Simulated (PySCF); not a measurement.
**Krypton: a sound run and one with changed settings**

Sound run: Kr⁺ [Ar] 3d10 4s2 4p5, Kr²⁺ [Ar] 3d10 4s2 4p4. Computed with PySCF 2.14 in jorge-DZP-DKH, with scalar relativity by spin-free X2C-1e. In the sound run the correlated levels freeze [Ar] 3d10. The sound run starts from symmetry-adapted Hartree-Fock orbitals and uses a fine grid where one is needed.

Changed run: the non-relativistic Hamiltonian (point nucleus). This setting is unsound on purpose.

| species | method | sound run (hartree) | changed run (hartree) | converged |
| --- | --- | --- | --- | --- |
| Kr⁺ | UHF | -2787.52729 | -2743.07947 | yes |
| Kr⁺ | M06-2X | -2789.49201 | -2744.89388 | yes |
| Kr⁺ | MN15 | -2791.23482 | -2745.62608 | yes |
| Kr⁺ | MP2 | -2787.57020 | -2743.12194 | yes |
| Kr⁺ | CCSD(T) | -2787.57673 | -2743.12848 | yes |
| Kr²⁺ | UHF | -2786.66918 | -2742.21998 | yes |
| Kr²⁺ | M06-2X | -2788.59907 | -2743.99976 | yes |
| Kr²⁺ | MN15 | -2790.33993 | -2744.72922 | yes |
| Kr²⁺ | MP2 | -2786.70492 | -2742.25535 | yes |
| Kr²⁺ | CCSD(T) | -2786.71104 | -2742.26150 | yes |

Ionisation energy of Kr⁺:

| method | sound run (eV) | changed run (eV) |
| --- | --- | --- |
| UHF | 23.350 | 23.388 |
| M06-2X | 24.298 | 24.330 |
| MN15 | 24.351 | 24.405 |
| MP2 | 23.545 | 23.581 |
| SCS-MP2 | 23.538 | 23.575 |
| CCSD | 23.553 | 23.588 |
| CCSD(T) | 23.557 | 23.592 |

Most of the change in total energy is the relativistic energy itself. On top of that the contraction fixes the core shape for the Hamiltonian it was made with, so the changed run is not a good calculation with the other Hamiltonian either.

For comparison, NIST gives 24.360 eV between the lowest levels.
